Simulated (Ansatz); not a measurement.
The same silylene extrusion along the group Si, Ge, Sn.

Calculated with Ansatz (gas phase, PBE0-D4/def2-TZVP geometries, no zero-point term in ΔE). CCSD(T)/CBS adds triple-zeta CCSD(T) − MP2 to the extrapolated MP2 energy (def2 sets, frozen cores). This one scheme is used for every species. Functionals use def2-TZVPP. B3LYP here is the variant with VWN-RPA as its local correlation; programs differ in this. def2 core potentials past Kr. For Br, Ge, Sn outer-core shells are correlated without core-valence functions, which leaves a few kJ/mol of doubt a bond. Scalar relativity is left out up to krypton.

```csv
reaction,ωB97M-V (kcal/mol),B3LYP-D4 (kcal/mol),CCSD(T)/def2-SVP (kcal/mol),CCSD(T)/CBS(def2) (kcal/mol)
`Cl[SiH2]Br` → `Cl[Si]Br` + H₂,36.5,35.0,37.6,38.8
`[Cl][GeH2][Br]` → `[Cl][Ge][Br]` + H₂,13.9,9.1,18.3,14.5
`[Cl][SnH2][Br]` → `[Cl][Sn][Br]` + H₂,-4.6,-11.5,-2.3,-5.3
```

Largest T1 diagnostic: 0.012, for `[Cl][Sn][Br]`.
